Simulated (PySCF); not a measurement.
Computed Raman spectrum (relative Raman activity) of a molecule CH6FNOSi. Geometry: B3LYP-D3(BJ)/def2-SVP. Other conformers were not sampled. These are PySCF with B3LYP-D3(BJ)/def2-SVP values and carry that method's errors. Frequencies are harmonic and unscaled.

Lines under 2 % of the strongest are left out, and lines within 2 cm⁻¹ are merged.

| ν (cm⁻¹) | relative intensity |
|---|---|
| 706 | 3.6 |
| 755 | 9.1 |
| 827 | 2.7 |
| 895 | 5.9 |
| 914 | 2.2 |
| 1473 | 11 |
| 1479 | 22 |
| 1527 | 3.4 |
| 2282 | 73 |
| 2999 | 100 |
| 3074 | 51 |
| 3107 | 68 |
| 3592 | 90 |
| 3691 | 55 |

Question: Which molecule gave these data?
A. CO[SiH](N)F
B. N[Si@@H](O)CF
C. NC[Si@@H](O)F
D. C[Si@@](N)(O)F

Answer: A, CO[SiH](N)F
